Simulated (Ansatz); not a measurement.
`[SiH3][CH](S)[SbH2]` + `C=N` → `C=[N][SbH2]` + `[SiH3]CS` at 600 K and 1 bar (ligand exchange at the Sb–C bond).

Computed with Ansatz on PBE0-D4/def2-TZVP structures; ΔE is electronic, products minus reactants. CCSD(T)/CBS is the MP2 limit (def2-TZVPP, def2-QZVPP) plus CCSD(T) − MP2 in def2-TZVPP, frozen cores. This one scheme is used for every species. def2 core potentials past Kr. For Sb outer-core shells are correlated without core-valence functions, which leaves a few kJ/mol of doubt a bond. Each species was taken in one conformer, which may not be the lowest.

```tsv
species	CCSD(T)/CBS energy (Eh)	H − E (kJ/mol)	S (J/(mol·K))
`[SiH3][CH](S)[SbH2]`	-969.10537	240.1	480.5
`C=N`	-94.52360	129.6	259.4
`C=[N][SbH2]`	-335.12055	155.4	360.5
`[SiH3]CS`	-728.50660	211.5	382.4
```

H − E and S are ideal-gas, rigid-rotor, harmonic terms from PBE0-D4/def2-TZVP, for one conformer and one mirror image of each species. 1 Eh = 2625.50 kJ/mol, R = 8.31446 J/(mol·K).

Task: By hand: ΔE, ΔH, ΔS and ΔG.

Result: ΔE = (-335.12055) + (-728.50660) − (-969.10537) − (-94.52360) = 0.00182 Eh = 4.8 kJ/mol. Δ(H − E) = 155.4 + 211.5 − 240.1 − 129.6 = -2.8, so ΔH = 2.0 kJ/mol. ΔS = 360.5 + 382.4 − 480.5 − 259.4 = 3.0 J/(mol·K). ΔG = 2.0 − 600 × (3.0)/1000 = 0.2 kJ/mol.

Task: By hand: the equilibrium constant, and the temperature at which ΔG would vanish if ΔH and ΔS stayed fixed.

Result: log₁₀ K = −ΔG/(RT ln 10) = 0.0. ΔG = 0 at ΔH/ΔS = 667 K, though so small a ΔH makes that figure unsure.

TΔS isn't small against ΔH here. The sign of ΔG lies within the doubt. A doubt of 5 kJ/mol in ΔE shifts log₁₀ K by 0.4 here. Other conformers and mirror images would add mixing entropy, several J/(mol·K) or more a flexible species. These are equilibria of isolated gas molecules and say nothing of rates. Largest T1 diagnostic: 0.015 (customary marks: 0.02 for closed shells, 0.045 for open ones).
